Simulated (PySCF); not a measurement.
BiCl2H3Si, SMILES [SiH3][Bi]([Cl])[Cl].

The structure is a stationary point at r2SCAN-D4/def2-SVP. The structure was generated by enumeration; whether it is a known compound was not checked. The def2 effective core potentials stand for the cores of Bi; spin–orbit coupling is left out.

These are r2SCAN-D4/def2-SVP in PySCF 2.14.0 values and carry that method's errors.

Frequencies are harmonic and unscaled.

```json
[
 {"mode": "1", "ν (cm⁻¹)": "68", "IR (km/mol)": "0.1", "Raman (Å⁴/amu)": "4.0", "depolarisation": "0.75", "moving atoms (share of kinetic energy)": "Cl 43 %, Si 37 %, H 16 %"},
 {"mode": "2", "ν (cm⁻¹)": "87", "IR (km/mol)": "2.8", "Raman (Å⁴/amu)": "3.9", "depolarisation": "0.71", "moving atoms (share of kinetic energy)": "Cl 60 %, Si 25 %, Bi 9 %"},
 {"mode": "3", "ν (cm⁻¹)": "103", "IR (km/mol)": "2.8", "Raman (Å⁴/amu)": "4.2", "depolarisation": "0.66", "moving atoms (share of kinetic energy)": "Cl 75 %, Bi 17 %"},
 {"mode": "4", "ν (cm⁻¹)": "131", "IR (km/mol)": "0.0", "Raman (Å⁴/amu)": "0.2", "depolarisation": "0.75", "moving atoms (share of kinetic energy)": "H 94 %"},
 {"mode": "5", "ν (cm⁻¹)": "273", "IR (km/mol)": "3.0", "Raman (Å⁴/amu)": "28.8", "depolarisation": "0.31", "moving atoms (share of kinetic energy)": "Si 76 %, Bi 14 %, H 10 %"},
 {"mode": "6", "ν (cm⁻¹)": "322", "IR (km/mol)": "46.0", "Raman (Å⁴/amu)": "8.2", "depolarisation": "0.75", "moving atoms (share of kinetic energy)": "Cl 83 %, Bi 16 %"},
 {"mode": "7", "ν (cm⁻¹)": "332", "IR (km/mol)": "20.0", "Raman (Å⁴/amu)": "17.1", "depolarisation": "0.08", "moving atoms (share of kinetic energy)": "Cl 87 %, Bi 13 %"},
 {"mode": "8", "ν (cm⁻¹)": "459", "IR (km/mol)": "7.9", "Raman (Å⁴/amu)": "13.6", "depolarisation": "0.73", "moving atoms (share of kinetic energy)": "H 89 %, Si 9 %"},
 {"mode": "9", "ν (cm⁻¹)": "467", "IR (km/mol)": "7.0", "Raman (Å⁴/amu)": "14.8", "depolarisation": "0.75", "moving atoms (share of kinetic energy)": "H 89 %, Si 10 %"},
 {"mode": "10", "ν (cm⁻¹)": "820", "IR (km/mol)": "322.8", "Raman (Å⁴/amu)": "0.6", "depolarisation": "0.66", "moving atoms (share of kinetic energy)": "H 91 %, Si 9 %"},
 {"mode": "11", "ν (cm⁻¹)": "921", "IR (km/mol)": "31.2", "Raman (Å⁴/amu)": "21.3", "depolarisation": "0.75", "moving atoms (share of kinetic energy)": "H 97 %"},
 {"mode": "12", "ν (cm⁻¹)": "927", "IR (km/mol)": "41.8", "Raman (Å⁴/amu)": "25.5", "depolarisation": "0.74", "moving atoms (share of kinetic energy)": "H 97 %"},
 {"mode": "13", "ν (cm⁻¹)": "2208", "IR (km/mol)": "76.6", "Raman (Å⁴/amu)": "267.8", "depolarisation": "0.04", "moving atoms (share of kinetic energy)": "H 99 %"},
 {"mode": "14", "ν (cm⁻¹)": "2226", "IR (km/mol)": "77.7", "Raman (Å⁴/amu)": "134.0", "depolarisation": "0.75", "moving atoms (share of kinetic energy)": "H 96 %"},
 {"mode": "15", "ν (cm⁻¹)": "2255", "IR (km/mol)": "46.1", "Raman (Å⁴/amu)": "94.5", "depolarisation": "0.57", "moving atoms (share of kinetic energy)": "H 96 %"}
]
```
